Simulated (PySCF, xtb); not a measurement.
C₂H₉NOSi, SMILES CO[Si@H](C)N. One conformer was computed; it need not be the lowest.

Harmonic wavenumbers (cm⁻¹) from GFN2-xTB run with xtb 6.7.1 at its own minimum, in rising order: 74, 90, 100, 145, 207, 229, 266, 352, 562, 634, 682, 705, 761, 802, 817, 866, 903, 1133, 1139, 1155, 1380, 1414, 1484, 1490, 1494, 1501, 1525, 2262, 2941, 2958, 2979, 3031, 3044, 3054, 3468, 3512.

### Question
What does PBE-D3(BJ)/def2-SVP (PySCF 2.14.0) give at its own minimum? (The exact figures need the calculation; the answer reports its results.)

### Answer
68, 85, 117, 134, 170, 223, 262, 305, 394, 612, 640, 729, 737, 798, 834, 882, 898, 1112, 1138, 1168, 1216, 1383, 1386, 1412, 1426, 1428, 1483, 2175, 2908, 2974, 2977, 3023, 3071, 3079, 3514, 3614. Paired by order, the mean absolute difference is 39 cm⁻¹ and the zero-point energies are 70.3 and 69.2 kcal/mol.
